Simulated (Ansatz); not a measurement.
Reaction (formal exchange of groups at a B–N bond): `FBN[CH2][SnH3]` + `CC(C)F` → `CC(F)BF` + `CN[CH2][SnH3]`

Isolated molecules relaxed with PBE0-D4/def2-TZVP in Ansatz; ΔE leaves out vibrations. CBS: MP2 limit from def2 TZ/QZ plus the TZ coupled-cluster correction, frozen cores. DFT in def2-TZVPP. def2 core potentials past Kr. For Sn outer-core shells are correlated without core-valence functions, which leaves a few kJ/mol of doubt a bond. Each species was taken in one conformer, which may not be the lowest.

Is it downhill or uphill in electronic energy at CCSD(T)/CBS, and by how much? (Estimate.)

The calculation gave: Uphill: ΔE = +193.4 kJ/mol.

What do these levels give: PBE-D4, r2SCAN-D4, r2SCAN, PBE0, MP2/def2-TZVPP, SCS-MP2/def2-TZVPP, CCSD/def2-TZVPP, CCSD(T)/def2-TZVPP, HF/def2-QZVPP, MP2/def2-QZVPP, SCS-MP2/def2-QZVPP, MP2/CBS(def2)? (Estimate.)

Computed: PBE-D4 190.6, r2SCAN-D4 196.9, r2SCAN 196.8, PBE0 191.9, MP2/def2-TZVPP 196.4, SCS-MP2/def2-TZVPP 192.8, CCSD/def2-TZVPP 191.8, CCSD(T)/def2-TZVPP 192.4, HF/def2-QZVPP 189.1, MP2/def2-QZVPP 196.9, SCS-MP2/def2-QZVPP 193.3, MP2/CBS(def2) 197.4 kJ/mol.

Largest T1 diagnostic among the species: 0.013.

In def2-TZVPP, CCSD(T) changes the Hartree–Fock value by +3.3 kJ/mol (the triples alone add +0.7 kJ/mol) and MP2 by +7.2 kJ/mol.
